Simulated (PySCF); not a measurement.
# A small calculation by hand: chemical shift, span and skew from a shielding tensor

C4H3Cl2F, SMILES C#C[C@H](F)C(Cl)Cl. Atoms are numbered in the order given.

```xyz
10

C      2.7462    -0.2175    -0.1121
C      1.6094    -0.6279    -0.1305
C      0.2410    -1.1403    -0.1365
F     -0.0635    -1.7235    -1.3512
C     -0.8287    -0.0730     0.1418
Cl    -0.7666     1.2468    -1.0543
Cl    -0.6512     0.5272     1.8177
H      3.7542     0.1536    -0.1001
H      0.1314    -1.9122     0.6466
H     -1.8194    -0.5347     0.0604
```
Charge 0, spin multiplicity 1.

Geometry: B3LYP-D3(BJ)/def2-SVP. The structure was generated by enumeration; whether it is a known compound was not checked. The values are those of a single conformer.

GIAO shieldings from KT2/pcSseg-1 in PySCF, non-relativistic, no solvent. The symmetric part of the tensor of C1 has the principal values 34.7, 41.8, 238.8 ppm. The same nucleus in TMS has σ = 185.1 ppm at this level (PySCF, at its B3LYP-D3(BJ)/def2-TZVP geometry). Without spin–orbit terms, shifts of atoms bonded to Cl or Br come out too high.

Work out the isotropic shielding, the ¹³C shift against TMS, the span and the skew.


σ(iso) = (σ11 + σ22 + σ33)/3 = 105.1 ppm. δ = σ(ref) − σ(iso) = 185.1 − (105.1) = 80.0 ppm.
Span Ω = σ33 − σ11 = 204.1 ppm. Skew κ = 3(σ(iso) − σ22)/Ω = 0.93. Tumbling in solution averages the tensor to δ; in a static solid the shielding alone would spread this spin-1/2 line over Ω.
